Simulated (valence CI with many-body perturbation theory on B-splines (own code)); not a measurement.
**E1 line list for Rh XXXII**

Computed by configuration interaction combined with many-body perturbation theory (CI+MBPT): four valence electrons over a frozen Dirac-Fock core [Ne], a basis of 11 s, 11 p, 10 d, 8 f, 5 g, 2 h functions for each j, with the one-electron correlation potential Σ1, the two-electron term Σ2, the three-electron term Σ3, Breit, model QED; selected CI, second order for the rest, scaled by the run's own slope (own B-spline code, finite nucleus).

No measured spectrum was set against this ion. As an estimate, large intervals hold to a few tenths of a per cent, small ones and those within an open d or f shell to about a per cent. Among the levels kept, up to 690 cm⁻¹ of a level comes from second order outside the variational space, and about a tenth of that is noise between levels of different J, which matters for small intervals.

Lines 151 to 200 of 544 in falling wavelength, among levels below 429.04 eV, chosen from the strongest by gf and those to the six lowest levels. Wavelengths and rates use the calculated energies. Electric multipoles are in the length gauge, E1 and E2 with the static RPA response of the core. Weak lines are less certain than strong ones. Lines between different terms over intervals too small for the method are left out, as are lines whose strength nearly cancels. Where a level lies close to another of its J and parity, the split of strength between their lines is uncertain. The highest levels of a list are the least certain.

Levels are named by their leading jj configuration (3d3/2^4 stands for four electrons in 3d with j = 3/2), which in mixed levels can hold well under half, so a name can repeat and another be missing. Letters in brackets count levels of one name in rising energy.

```
λ vac (nm)                           Upper                           Lower   A (s⁻¹)  S (a.u.) with core polarisation  S without
     9.794  (3s 3p1/2 3d3/2 3d5/2) J=4 [c]  (3s 3p1/2 3p3/2 3d5/2) J=3 [d]  6.09e+10                         2.54e-01   2.60e-01
     9.788  (3s 3p1/2 3p3/2 3d5/2) J=2 [a]      (3s 3p1/2 3p3/2^2) J=2 [a]  1.46e+10                         3.38e-02   3.45e-02
     9.780  (3s 3p3/2 3d3/2 3d5/2) J=3 [c]  (3s 3p1/2 3p3/2 3d5/2) J=2 [d]  1.69e+10                         5.46e-02   5.59e-02
     9.778  (3s 3p1/2 3p3/2 3d5/2) J=3 [b]          (3s 3p1/2 3p3/2^2) J=3  2.23e+10                         7.20e-02   7.35e-02
     9.753       (3p1/2^2 3p3/2 3d5/2) J=4          (3s 3p1/2^2 3d5/2) J=3  2.34e+10                         9.64e-02   9.86e-02
     9.748   (3p1/2 3p3/2^2 3d5/2) J=2 [a]  (3s 3p1/2 3p3/2 3d5/2) J=2 [b]  1.99e+10                         4.56e-02   4.66e-02
     9.747          (3s^2 3p3/2 3d3/2) J=2              (3s^2 3p3/2^2) J=2  3.72e+09                         8.51e-03   8.72e-03
     9.742      (3s 3p3/2^2 3d5/2) J=2 [b]                (3s 3p3/2^3) J=1  2.03e+10                         4.64e-02   4.74e-02
     9.738  (3s 3p1/2 3d3/2 3d5/2) J=4 [b]  (3s 3p1/2 3p3/2 3d3/2) J=3 [b]  8.01e+10                         3.29e-01   3.36e-01
     9.736   (3p1/2 3p3/2^2 3d3/2) J=2 [a]  (3s 3p1/2 3p3/2 3d3/2) J=1 [a]  2.94e+10                         6.69e-02   6.84e-02
     9.708  (3s 3p3/2 3d3/2 3d5/2) J=3 [b]  (3s 3p1/2 3p3/2 3d3/2) J=2 [e]  1.85e+10                         5.84e-02   5.97e-02
     9.708  (3s 3p3/2 3d3/2 3d5/2) J=3 [c]  (3s 3p1/2 3p3/2 3d5/2) J=3 [e]  1.81e+10                         5.72e-02   5.85e-02
     9.705          (3s 3p1/2 3d5/2^2) J=3  (3s 3p1/2 3p3/2 3d5/2) J=4 [c]  1.71e+10                         5.41e-02   5.53e-02
     9.701  (3s 3p1/2 3d3/2 3d5/2) J=3 [b]  (3s 3p1/2 3p3/2 3d5/2) J=2 [a]  1.43e+10                         4.52e-02   4.62e-02
     9.680   (3p1/2 3p3/2^2 3d5/2) J=3 [b]  (3s 3p1/2 3p3/2 3d5/2) J=4 [d]  4.43e+10                         1.39e-01   1.42e-01
     9.679  (3s 3p1/2 3p3/2 3d5/2) J=3 [a]      (3s 3p1/2 3p3/2^2) J=2 [a]  1.50e+10                         4.71e-02   4.81e-02
     9.678          (3s 3p3/2 3d5/2^2) J=3  (3s 3p1/2 3p3/2 3d5/2) J=2 [f]  9.30e+09                         2.91e-02   2.98e-02
     9.671          (3s 3p1/2^2 3d5/2) J=3          (3s 3p1/2^2 3p3/2) J=2  1.57e+10                         4.89e-02   4.99e-02
     9.660      (3s 3p3/2^2 3d3/2) J=2 [a]          (3s^2 3p3/2 3d3/2) J=3  4.14e+10                         9.20e-02   9.42e-02
     9.656          (3s 3p3/2 3d5/2^2) J=4          (3s 3p3/2^2 3d5/2) J=5  5.60e+10                         2.24e-01   2.29e-01
     9.654          (3s^2 3p3/2 3d3/2) J=3              (3s^2 3p3/2^2) J=2  1.18e+10                         3.68e-02   3.76e-02
     9.653      (3s 3p3/2^2 3d5/2) J=3 [d]          (3s^2 3p3/2 3d5/2) J=3  1.20e+11                         3.74e-01   3.83e-01
     9.647      (3s 3p3/2^2 3d5/2) J=3 [c]          (3s^2 3p3/2 3d3/2) J=2  1.55e+10                         4.79e-02   4.90e-02
     9.645   (3p1/2 3p3/2^2 3d5/2) J=4 [b]  (3s 3p1/2 3p3/2 3d5/2) J=3 [a]  2.11e+10                         8.43e-02   8.62e-02
     9.645  (3s 3p1/2 3d3/2 3d5/2) J=3 [a]  (3s 3p1/2 3p3/2 3d3/2) J=2 [a]  1.24e+10                         3.84e-02   3.92e-02
     9.644          (3s^2 3p1/2 3d5/2) J=3          (3s^2 3p1/2 3p3/2) J=2  2.91e+10                         9.03e-02   9.23e-02
     9.639  (3s 3p1/2 3d3/2 3d5/2) J=4 [a]  (3s 3p1/2 3p3/2 3d3/2) J=3 [a]  1.71e+10                         6.81e-02   6.95e-02
     9.633  (3s 3p1/2 3d3/2 3d5/2) J=3 [c]  (3s 3p1/2 3p3/2 3d3/2) J=2 [d]  1.52e+10                         4.71e-02   4.81e-02
     9.629      (3s 3p1/2 3p3/2^2) J=2 [b]          (3s^2 3p1/2 3p3/2) J=1  1.28e+10                         2.82e-02   2.88e-02
     9.619  (3s 3p3/2 3d3/2 3d5/2) J=2 [c]  (3s 3p1/2 3p3/2 3d5/2) J=2 [f]  1.52e+10                         3.33e-02   3.40e-02
     9.607  (3s 3p1/2 3d3/2 3d5/2) J=5 [a]  (3s 3p1/2 3p3/2 3d5/2) J=4 [b]  2.52e+10                         1.21e-01   1.24e-01
     9.597       (3p1/2^2 3p3/2 3d3/2) J=3          (3s 3p1/2^2 3d3/2) J=2  2.76e+10                         8.43e-02   8.62e-02
     9.594   (3p1/2 3p3/2^2 3d5/2) J=4 [b]      (3s 3p1/2 3p3/2 3d5/2) J=5  9.92e+09                         3.89e-02   3.98e-02
     9.589   (3p1/2 3p3/2^2 3d5/2) J=3 [a]  (3s 3p1/2 3p3/2 3d5/2) J=4 [a]  2.30e+10                         7.00e-02   7.16e-02
     9.583  (3s 3p3/2 3d3/2 3d5/2) J=2 [a]      (3s 3p3/2^2 3d3/2) J=1 [a]  1.65e+10                         3.58e-02   3.66e-02
     9.581   (3p1/2 3p3/2^2 3d5/2) J=4 [a]  (3s 3p1/2 3p3/2 3d5/2) J=4 [b]  1.06e+10                         4.14e-02   4.23e-02
     9.580  (3s 3p3/2 3d3/2 3d5/2) J=3 [d]          (3s 3p3/2^2 3d3/2) J=3  1.18e+10                         3.59e-02   3.67e-02
     9.575          (3s 3p1/2 3d5/2^2) J=5      (3s 3p1/2 3p3/2 3d5/2) J=5  2.06e+10                         9.79e-02   1.00e-01
     9.568      (3s 3p3/2^2 3d3/2) J=2 [a]          (3s^2 3p3/2 3d3/2) J=2  1.35e+10                         2.91e-02   2.98e-02
     9.565  (3s 3p3/2 3d3/2 3d5/2) J=4 [a]  (3s 3p1/2 3p3/2 3d5/2) J=3 [d]  7.46e+09                         2.90e-02   2.96e-02
     9.562  (3s 3p1/2 3p3/2 3d3/2) J=3 [b]          (3s^2 3p1/2 3d3/2) J=2  7.37e+10                         2.23e-01   2.28e-01
     9.560      (3s 3p3/2 3d3/2^2) J=2 [b]      (3s 3p3/2^2 3d3/2) J=1 [a]  2.69e+10                         5.81e-02   5.94e-02
     9.555   (3p1/2 3p3/2^2 3d3/2) J=1 [a]  (3s 3p1/2 3p3/2 3d3/2) J=0 [a]  2.59e+10                         3.34e-02   3.42e-02
     9.553  (3s 3p1/2 3p3/2 3d3/2) J=2 [b]          (3s 3p1/2^2 3p3/2) J=1  3.02e+10                         6.49e-02   6.64e-02
     9.545  (3s 3p3/2 3d3/2 3d5/2) J=2 [a]  (3s 3p1/2 3p3/2 3d5/2) J=2 [d]  3.69e+10                         7.91e-02   8.09e-02
     9.540  (3s 3p1/2 3p3/2 3d5/2) J=3 [e]          (3s^2 3p1/2 3d5/2) J=3  7.32e+10                         2.20e-01   2.25e-01
     9.538  (3s 3p1/2 3p3/2 3d5/2) J=2 [f]          (3s^2 3p1/2 3d3/2) J=1  2.15e+10                         4.60e-02   4.70e-02
     9.532  (3s 3p1/2 3d3/2 3d5/2) J=4 [c]  (3s 3p1/2 3p3/2 3d5/2) J=3 [c]  3.00e+10                         1.15e-01   1.18e-01
     9.528  (3s 3p1/2 3d3/2 3d5/2) J=3 [e]  (3s 3p1/2 3p3/2 3d5/2) J=4 [d]  1.52e+10                         4.53e-02   4.64e-02
     9.527  (3s 3p3/2 3d3/2 3d5/2) J=3 [c]  (3s 3p1/2 3p3/2 3d3/2) J=2 [e]  3.80e+10                         1.13e-01   1.16e-01
```
